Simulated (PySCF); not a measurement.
H₂S, charge +1, doublet, geometry from GFN2-xTB (a state made from the parent by changing its charge; the spin is typed, not shown lowest). Base run: B3LYP/6-31+G* in PySCF.

The PySCF input:
```python
from pyscf import gto, scf, dft, solvent

mol = gto.M(
    atom='''
S    -0.000362   -0.002134    0.103903
H    -0.038472    1.008615   -0.811003
H     0.044257   -0.974478   -0.851437
''',
    basis='6-31+g*',
    charge=1,
    spin=1,
    verbose=4,
)

mf = dft.UKS(mol)
mf.xc = 'b3lyp'
mf.kernel()
mf.analyze()
```

Each row names what was changed in the base input (with any setting that the change needs).

```
change                                                  ΔE vs base (kJ/mol)
------------------------------------------------------  -------------------
base                                                                   0.00
model = IEF-PCM; solvent = toluene                                   -188.7
model = SS(V)PE; solvent = toluene                                   -186.0
model = IEF-PCM; solvent = toluene; lebedev_order = 11               -188.8
model = IEF-PCM; solvent = toluene; lebedev_order = 41               -188.6
model = COSMO; solvent = toluene                                     -156.3
model = IEF-PCM; solvent = toluene; vdw_scale = 1.0                  -230.6
model = IEF-PCM; solvent = toluene; vdw_scale = 1.4                  -161.9
model = IEF-PCM; solvent = toluene; r_probe = 0.5                    -150.1
model = IEF-PCM; solvent = n-hexane                                  -152.6
model = C-PCM; solvent = toluene                                     -189.3
model = IEF-PCM; solvent = chloroform                                -257.5
```

The base is the gas phase, so ΔE is the electrostatic part of solvation at a fixed geometry, without cavity and dispersion terms.

Open shells are given as the SCF converged; they aren't shown to be the lowest states, and a large step between rows can be another state.
